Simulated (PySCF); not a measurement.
## Two-photon absorption: `FC(F)(F)Sc1ccccc1`, C7H5F3S

Molfile (atoms numbered from 1):
```
C7H5F3S
     RDKit          3D

 16 16  0  0  0  0  0  0  0  0999 V2000
    2.5706    1.3298    0.5070 F   0  0  0  0  0  0  0  0  0  0  0  0
    2.8158    0.1051    0.0487 C   0  0  0  0  0  0  0  0  0  0  0  0
    2.6299    0.1366   -1.2676 F   0  0  0  0  0  0  0  0  0  0  0  0
    4.0903   -0.1826    0.2862 F   0  0  0  0  0  0  0  0  0  0  0  0
    1.8014   -1.1600    0.8642 S   0  0  0  0  0  0  0  0  0  0  0  0
    0.1992   -0.5516    0.3820 C   0  0  0  0  0  0  0  0  0  0  0  0
   -0.4582    0.3834    1.1860 C   0  0  0  0  0  0  0  0  0  0  0  0
   -1.7198    0.8428    0.8154 C   0  0  0  0  0  0  0  0  0  0  0  0
   -2.3235    0.3659   -0.3477 C   0  0  0  0  0  0  0  0  0  0  0  0
   -1.6664   -0.5705   -1.1453 C   0  0  0  0  0  0  0  0  0  0  0  0
   -0.4035   -1.0333   -0.7830 C   0  0  0  0  0  0  0  0  0  0  0  0
    0.0272    0.7474    2.0935 H   0  0  0  0  0  0  0  0  0  0  0  0
   -2.2345    1.5762    1.4403 H   0  0  0  0  0  0  0  0  0  0  0  0
   -3.3144    0.7260   -0.6342 H   0  0  0  0  0  0  0  0  0  0  0  0
   -2.1394   -0.9438   -2.0565 H   0  0  0  0  0  0  0  0  0  0  0  0
    0.1249   -1.7632   -1.3993 H   0  0  0  0  0  0  0  0  0  0  0  0
  1  2  1  0
  2  3  1  0
  2  4  1  0
  2  5  1  0
  5  6  1  0
  6  7  2  0
  7  8  1  0
  8  9  2  0
  9 10  1  0
 10 11  2  0
 11  6  1  0
  7 12  1  0
  8 13  1  0
  9 14  1  0
 10 15  1  0
 11 16  1  0
M  END
```

Method: TDDFT CAM-B3LYP/aug-cc-pVDZ excited states, vertical, gas phase (PySCF). Geometry: PBE0-D3(BJ)/def2-SVP.

(1) Give the one- and two-photon strengths of the lowest singlets.

Results:

(1) δ for parallel linear polarisation; σ at the peak of a Lorentzian of half width 0.1 eV, single beam; Ω is circular over linear.
| state | E (eV) | f | photon λ (nm) | δ (au) | σ (GM) | Ω | main |
| --- | --- | --- | --- | --- | --- | --- | --- |
| S1 | 5.35 | 0.006 | 463 | 2.67 | 0.03 | 1.49 | HOMO−1→LUMO 0.52, HOMO→LUMO+2 0.29 |
| S2 | 5.45 | 0.001 | 455 | 0.4 | 0.00 | 1.22 | HOMO−2→LUMO 0.64, HOMO→LUMO 0.14 |
| S3 | 5.96 | 0.084 | 416 | 1.86 | 0.02 | 1.40 | HOMO→LUMO 0.53, HOMO−1→LUMO+2 0.23 |
| S4 | 6.42 | 0.000 | 386 | 3.62 | 0.06 | 1.24 | HOMO−2→LUMO+7 0.15, HOMO−2→LUMO+5 0.14 |
| S5 | 6.54 | 0.008 | 379 | 4.46 | 0.07 | 0.51 | HOMO−2→LUMO+2 0.73, HOMO→LUMO+2 0.21 |
| S6 | 6.75 | 0.276 | 368 | 25 | 0.42 | 1.42 | HOMO→LUMO+1 0.36, HOMO−1→LUMO+2 0.23 |

Among these, the strongest one-photon state is S6, the strongest two-photon state S6, with a dipole change of 2.0 D (relaxed, norm of the difference vector).
